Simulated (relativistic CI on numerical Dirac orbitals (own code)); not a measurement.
**Hyperfine structure of Lu55+, mass number 175**

Method of calculation: Dirac-Coulomb-Breit CI, KLI orbitals optimised for each configuration, a model potential for QED, unscaled Slater integrals (own radial code, finite nucleus).

Configurations in the expansion (outside the closed core [Ne]): 3s2 3p4, 3s 3p5, 3s2 3p3 3d, 3p6, 3s 3p4 3d, 3p5 3d, 3s 3p3 3d2, 3s2 3p2 3d 4p, 3p5 4s, 3s 3p3 3d 4s, 3s2 3p3 4s, 3p5 4p, 3s2 3p2 3d2, 3s2 3p 3d3, 3s 3p2 3d3, 3s2 3p 3d2 4s, 3p4 3d2, 3p3 3d3, 3p3 3d2 4s, 3s2 3p2 3d 4s, 3s 3p2 3d2 4s, 3s2 3p 3d 4s2. Double excitations out of closed p, d and f shells are left out; levels of such configurations are missing from the list, as are those of other unlisted configurations, and high levels can miss mixing partners.

Nuclear spin I = 7/2, μ = 2.2257 μN, Q = 3.49 b (tables of Stone and Pyykkö). The electronic factors are computed for point nuclear moments, without core polarisation or the Bohr-Weisskopf and QED corrections.

| Level | E (Ry) | A (GHz) | B (GHz) |
| --- | --- | --- | --- |
| 3s2 3p4 3P_2 | 0.0000 | 116.7 | 104 |
| 3s2 3p4 3P_1 | 20.8718 | -97.72 | -640 |
| 3s2 3p4 1D_2 | 21.5608 | 335.7 | -1380 |
| 3s 3p5 3P°_2 | 33.5614 | 736.6 | -1190 |

Levels with J = 0, under 50 % of one LS term, or S terms without an open s electron are left out. Small factors come from cancelling terms and can be off by tens of per cent or more.

At this charge energies of transitions that change n are usually good to better than 1 %, and those within a shell (Δn = 0) to a few per cent.

Q: Give the hyperfine levels of 3s2 3p4 3P_2 relative to its centre of gravity.

A: With K = F(F + 1) − I(I + 1) − J(J + 1), E = AK/2 + B[¾K(K + 1) − I(I + 1)J(J + 1)]/[2I(2I − 1)J(2J − 1)]: F = 3/2: -994.8, F = 5/2: -749.3, F = 7/2: -379.7, F = 9/2: 139.9, F = 11/2: 842.8 GHz.

LS names give the leading component of a level, which can be under half, so a name can repeat, a term be missing and a line seem to break the LS rules.
